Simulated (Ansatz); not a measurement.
[TcNCl4]2- (TcNCl4²⁻), relaxed as a triplet with UKS PBE0-D4/def2-SVPD in Ansatz, starting from the PBE0-D4/def2-SVPD geometry of the charge -2 singlet. Force threshold 0.02 eV/Å.

In the def2 sets Tc takes a core potential; there is no spin–orbit coupling. A multiply charged anion in the gas phase is held together partly by the finite basis. Removing one electron lowers the energy by 0.78 eV at PBE0-D4/def2-TZVPD, so it isn't bound. The highest occupied level of the charge -2 triplet lies above zero (up to 1.92 eV). The electron is either unbound and held by the finite basis, or the level is raised by self-interaction error. At PBE0-D4/def2-SVPD a singlet of charge -2 lies 0.79 eV below the triplet, each at its own geometry.

Start:

Cartesian coordinates in Å:
```
Tc 0.015 0.140 0.005
N 0.187 1.714 0.053
Cl -2.076 -0.205 -1.218
Cl -1.250 -0.397 2.029
Cl 1.976 -0.722 1.189
Cl 1.149 -0.530 -2.058
```

| step | energy (eV) | largest force component (eV/Å) | SCF passes |
| --- | --- | --- | --- |
| 1 | -53750.8484 | 1.111 | 21 |
| 2 | -53751.0654 | 0.275 | 29 |
| 3 (rejected) | -53751.0594 | 1.771 | 26 |
| 4 | -53751.0794 | 0.074 | 26 |
| 5 | -53751.0803 | 0.008 | 26 |
| 6 | -53751.0805 | 0.008 | 27 |
| 7 | -53751.0811 | 0.012 | 27 |
| 8 | -53751.0836 | 0.023 | 26 |
| 9 | -53751.1157 | 0.058 | 28 |
| 10 | -53751.1595 | 0.181 | 29 |
| 11 | -53751.2041 | 0.332 | 28 |
| 12 | -53751.2220 | 0.144 | 29 |
| 13 | -53751.2230 | 0.022 | 29 |
| 14 | -53751.2230 | 0.071 | 28 |
| 15 | -53751.2232 | 0.014 | 29 |

Force components are those of the run's own axes.

End:

```xyz
6

Tc    0.028    0.254    0.008
N     0.200    1.839    0.058
Cl   -2.159    0.446   -1.285
Cl   -1.170   -1.157    1.725
Cl    2.196   -0.109    1.296
Cl    0.905   -1.273   -1.801
```

By distances, no bond broke or formed. The bond that changes most is Tc1–Cl5, from 2.45 to 2.55 Å (atoms count from 1).

The force fell under the threshold at step 5, but the optimiser went on and released 0.143 eV more. No frequencies were taken in this run, so the end may be a saddle point.

Hardware: 4 threads of Arm Neoverse V1 on a shared host. Wall time 87 s, peak host memory 0.62 GiB.
